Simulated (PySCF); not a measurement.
**Dipole moment and polarisability across levels of theory**

Compound: B₃Cl₂H₄N.
SMILES with atom numbers: `[BH2:1][NH:2][BH:3][B:4]([Cl:5])[Cl:6]` (hydrogens: H7, H8 on B1; H9 on N2; H10 on B3)

PySCF, dipoles from the SCF density, polarisabilities from static response with core orbitals frozen. Isolated species at its PBE0-D3(BJ)/def2-SVP geometry (one conformer only).

The anisotropy is √(½[(α1 − α2)² + (α2 − α3)² + (α3 − α1)²]).

| level | μ (D) | α (Å³) | anisotropy (Å³) |
| --- | --- | --- | --- |
| LDA/def2-SVPD | 2.138 | 12.30 | 2.16 |
| PBE/def2-SVPD | 2.114 | 12.15 | 2.09 |
| B3LYP/def2-SVPD | 2.176 | 11.66 | 1.80 |
| PBE0/def2-SVPD | 2.211 | 11.53 | 1.78 |
| BHandHLYP/def2-SVPD | 2.266 | 11.08 | 1.56 |
| CAM-B3LYP/def2-SVPD | 2.232 | 11.40 | 1.64 |
| wB97X-D/def2-SVPD | 2.262 | 11.36 | 1.64 |
| LC-wPBE/def2-SVPD | 2.287 | 11.09 | 1.54 |
| HF/def2-SVPD | 2.373 | 10.48 | 1.30 |
| PBE0/6-31G* | 2.460 | 9.15 | 1.65 |
| PBE0/def2-SVP | 2.140 | 9.15 | 1.65 |
| PBE0/6-31+G* | 2.384 | 10.37 | 1.65 |
| PBE0/aug-cc-pVDZ | 2.202 | 11.57 | 1.82 |
| PBE0/def2-TZVP | 2.143 | 10.84 | 1.77 |
| PBE0/def2-TZVPD | 2.154 | 11.68 | 1.83 |

The dipole runs from 2.11 D (PBE/def2-SVPD) to 2.46 D (PBE0/6-31G*). No reference polarisability is at hand; against PBE0 in the largest diffuse basis at hand (def2-TZVPD) the other PBE0 rows deviate by 6-31G* -22%, def2-SVP -22%, 6-31+G* -11%, def2-SVPD -1%, aug-cc-pVDZ -1%, def2-TZVP -7%. In one basis (def2-SVPD) the functionals order the polarisability from HF (lowest) to LDA (highest), a spread of 17%. With PBE0 the polarisability is 9.71 Å³ without diffuse functions (mean of 6-31G*, def2-SVP and def2-TZVP) and 11.29 Å³ with them (mean of 6-31+G*, def2-SVPD, aug-cc-pVDZ and def2-TZVPD).
